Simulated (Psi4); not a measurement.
Computed with SAPT0/jun-cc-pVDZ, frozen core (Psi4).

Psi4 input:

```
molecule {
0 1
Ge 0.75602506 1.68394389 0.18737571
C -0.05702528 -0.12709228 -0.01412874
C -0.26780378 -0.73362564 1.38047659
C 0.89458394 -1.00917006 -0.83488294
C -1.40376455 0.01212957 -0.73817209
H 2.11001864 1.58122992 0.92687904
H 0.99511345 2.31869002 -1.20209822
H -0.18535399 2.60366651 0.99893615
H -0.71904969 -1.73918998 1.29672872
H 0.68243151 -0.84331430 1.92798865
H -0.94401994 -0.11936148 1.99709982
H 1.87412059 -1.12436976 -0.34288764
H 1.06889970 -0.59770631 -1.84237536
H 0.46685570 -2.02065823 -0.96033055
H -1.28612241 0.45031810 -1.74264540
H -2.10920814 0.64402724 -0.17444819
H -1.87570082 -0.97951722 -0.86351555
--
0 1
C 1.66853530 5.45379926 0.44941076
O 2.13499712 4.11606058 0.55608275
H 2.40840054 6.17946352 0.80510049
H 0.78358664 5.52960933 1.07956848
H 1.38438742 5.71216523 -0.57675344
H 2.91982505 4.01820717 0.00826093
units angstrom
symmetry c1
no_reorient
no_com
}
set basis jun-cc-pvdz
set scf_type df
set freeze_core true
energy('sapt0')
```

Part of the output:

```
    SAPT Results
  --------------------------------------------------------------------------------------------------------
    Electrostatics                -11.25790636 [mEh]      -7.06444290 [kcal/mol]     -29.55762909 [kJ/mol]
      Elst10,r                    -11.25790636 [mEh]      -7.06444290 [kcal/mol]     -29.55762909 [kJ/mol]

    Exchange                       19.72330641 [mEh]      12.37656163 [kcal/mol]      51.78353385 [kJ/mol]
      Exch10                       19.72330641 [mEh]      12.37656163 [kcal/mol]      51.78353385 [kJ/mol]
      Exch10(S^2)                  19.53686891 [mEh]      12.25957033 [kcal/mol]      51.29404225 [kJ/mol]

    Induction                      -3.10744258 [mEh]      -1.94994966 [kcal/mol]      -8.15858937 [kJ/mol]
      Ind20,r                     -12.71129934 [mEh]      -7.97646076 [kcal/mol]     -33.37351181 [kJ/mol]
      Exch-Ind20,r                 10.79566857 [mEh]       6.77438430 [kcal/mol]      28.34402392 [kJ/mol]
      delta HF,r (2)               -1.19181181 [mEh]      -0.74787320 [kcal/mol]      -3.12910147 [kJ/mol]

    Dispersion                     -4.85236290 [mEh]      -3.04490369 [kcal/mol]     -12.73987705 [kJ/mol]
      Disp20                       -6.15598052 [mEh]      -3.86293610 [kcal/mol]     -16.16252463 [kJ/mol]
      Exch-Disp20                   1.30361762 [mEh]       0.81803240 [kcal/mol]       3.42264758 [kJ/mol]
      Disp20 (SS)                  -3.07799026 [mEh]      -1.93146805 [kcal/mol]      -8.08126231 [kJ/mol]
      Disp20 (OS)                  -3.07799026 [mEh]      -1.93146805 [kcal/mol]      -8.08126231 [kJ/mol]
      Exch-Disp20 (SS)              0.70273109 [mEh]       0.44097041 [kcal/mol]       1.84502021 [kJ/mol]
      Exch-Disp20 (OS)              0.60088653 [mEh]       0.37706199 [kcal/mol]       1.57762737 [kJ/mol]

  Total HF                          5.35795747 [mEh]       3.36216907 [kcal/mol]      14.06731540 [kJ/mol]
  Total SAPT0                       0.50559456 [mEh]       0.31726538 [kcal/mol]       1.32743835 [kJ/mol]
```
